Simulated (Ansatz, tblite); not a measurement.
Spin states of the cluster HgF2⁺ (the lowest doublet isomer of a short search), each relaxed with PBE-D4/def2-TZVP in Ansatz. Electronic energies in the gas phase.

In the def2 sets Hg takes a core potential; there is no spin–orbit coupling. The xTB rows come from tblite. B3LYP takes the VWN-RPA correlation. Correlated methods freeze 2 core orbitals; core or outer-core shells of Hg are correlated, in sets that lack core-valence functions. In CCSD on the charge 1 doublet the largest single amplitude is 0.23, so its Hartree–Fock determinant may place the open shell otherwise than the density functionals do. In the quartet geometry the species has come apart into loosely held pieces. The structure comes from a short search, and lower isomers may exist.

Doublet geometry (D∞h within 0.1 Å):

| atom | x (Å) | y (Å) | z (Å) |
| --- | --- | --- | --- |
| Hg1 | 0.0003 | -0.0002 | 0.0002 |
| F2 | 1.0468 | -0.5052 | -1.5479 |
| F3 | -1.0470 | 0.5054 | 1.5477 |

Quartet geometry (D∞h within 0.1 Å):

```xyz
3

Hg   -0.0018   -0.0004   -0.0012
F    -0.7770   -1.8462    1.8162
F     0.7788    1.8466   -1.8150
```

⟨S²⟩: doublet 0.76 at PBE0-D4/def2-TZVP (pure 0.75), quartet 3.75 at PBE0-D4/def2-TZVP (pure 3.75).

Only these spin states were relaxed. The quartet has fallen apart into loose fragments. The quartet has other bonds than the doublet, so the gap mixes isomer and spin.

```
               level  quartet − doublet (kJ/mol)  lowest of these
            GFN1-xTB                       391.3          doublet
            GFN2-xTB                       233.7          doublet
        HF/def2-TZVP                       -67.1          quartet
       HF/def2-TZVPP                       -59.1          quartet
    PBE-D4/def2-TZVP                       339.5          doublet
 r2SCAN-D4/def2-TZVP                       285.1          doublet
r2SCANh-D4/def2-TZVP                       239.3          doublet
  B3LYP-D4/def2-TZVP                       233.4          doublet
   PBE0-D4/def2-TZVP                       215.4          doublet
  BHLYP-D4/def2-TZVP                        97.4          doublet
   ωB97X-V/def2-TZVP                       195.5          doublet
    B2PLYP/def2-TZVP                       169.6          doublet
   RPA@PBE/def2-TZVP                       253.6          doublet
       MP2/def2-TZVP                       153.3          doublet
      MP2/def2-TZVPP                       160.7          doublet
     CCSD/def2-TZVPP                       134.1          doublet
  CCSD(T)/def2-TZVPP                       166.3          doublet
```

Change of the quartet − doublet gap on mixing in exact exchange, in kJ/mol: PBE to PBE0 (25 % exact exchange) -124.0; r2SCAN to r2SCANh (10 % exact exchange) -45.8.

The xTB methods have no spin-polarisation term.
